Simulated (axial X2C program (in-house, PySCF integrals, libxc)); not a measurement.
**HoSH: a free-ion multiplet in an axial field**

Computed with an in-house all-electron X2C program for linear molecules (integrals from PySCF): two-component X2C with atomic mean-field Coulomb and Gaunt terms, basis Ho dyall-v3z, S dyall-av3z, H dyall-v3z (cores contracted in-house). Orbitals come from Hartree–Fock averaged over the configuration Ho f10 s2; CI then distributes these electrons over the f, s shells of Ho.

Ho–S–H held linear, bonds 2.495 and 1.340 Å (the second held).

(1) Which level do Hund's rules give for f10, how many Ω levels does it split into, and what is its Landé factor?

The computed levels compare thus:

```csv
Ω,energy (cm⁻¹),g∥ computed,2gJΩ
8,0,19.91,20.00
7,77,17.40,17.50
6,168,14.89,15.00
5,246,12.39,12.50
4,303,9.91,10.00
3,337,7.44,7.50
2,355,4.96,5.00
1,362,2.48,2.50
0,364,0.00,0.00
```

The 9 lowest levels are just these Ω; they span 364 cm⁻¹, the lowest has Ω = 8, and the next level lies at 4747 cm⁻¹. Departures of g∥ from 2gJΩ come from intermediate coupling and from mixing with the higher-lying level J − 1 of the term. The computed g∥ is the magnitude of 2⟨Lz + ge Sz⟩.

There is no dynamic correlation: spin–orbit spacings and, for f shells, spacings inside one term are the most reliable numbers, splittings between terms come out too wide, and energies between configurations are not reliable, so the lowest level need not be the ground state of the molecule. At most 4 roots were kept for each Ω > 0 (twice that for Ω = 0) within 2.2 eV of the lowest, so higher up levels can be missing between those listed; levels with Ω > 0 are doubly degenerate and listed once, Ω = 0 levels singly. The molecule was held linear; bending was not examined. Hydrosulfides and their kin are strongly bent in nature, so this linear model does not describe the real molecule.

## Answers

(1) S = 2, L = 6, J = 8 (5I8). It gives Ω = 0 to 8, 9 levels. gJ = 3/2 + [S(S+1) − L(L+1)]/[2J(J+1)] = 1.250, so g∥ = 2gJΩ.
